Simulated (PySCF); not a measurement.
Gas-phase reaction: HgCl2 + 2 HF → HgF2 + Cl2 + 2 H

Computed with PySCF and rigid-rotor harmonic-oscillator thermochemistry at 1 bar. † marks an energy on the PBE0/def2-TZVP geometry and frequencies; other levels use their own. MP2 freezes the core. Open shells (unrestricted): H (multiplicity 2); the rest are closed-shell singlets. Hg: scalar-relativistic def2 core potential, no spin-orbit coupling. MP2 isn't extrapolated to the basis-set limit; its ΔH°(298 K) is 798.0 kJ in def2-SVP and 826.3 kJ in def2-TZVPP. The harmonic model lacks anharmonicity and excited electronic states, which grow with temperature; levels with a mode under 35 cm⁻¹ are left out. Soft modes under 120 cm⁻¹ make the harmonic entropy rough for HgCl2.

```
level              ΔE electronic, kJ  ΔH°(298 K), kJ  ΔS°(298 K), J/K  ΔG°(1200 K), kJ
-----------------  -----------------  --------------  ---------------  ---------------
BLYP/def2-TZVP†                  783             743               81              634
HF/def2-TZVP†                    781             741               81              632
M06-2X/def2-TZVP†                840             800               81              691
MP2/def2-SVP†                    838             798               81              689
PBE/def2-SVP                     758             720               80              611
PBE/def2-TZVP†                   785             745               81              636
r2SCAN/def2-TZVP†                815             775               81              666
```
ΔH° is lowest at PBE/def2-SVP and highest at M06-2X/def2-TZVP†. No reference value is set beside these.
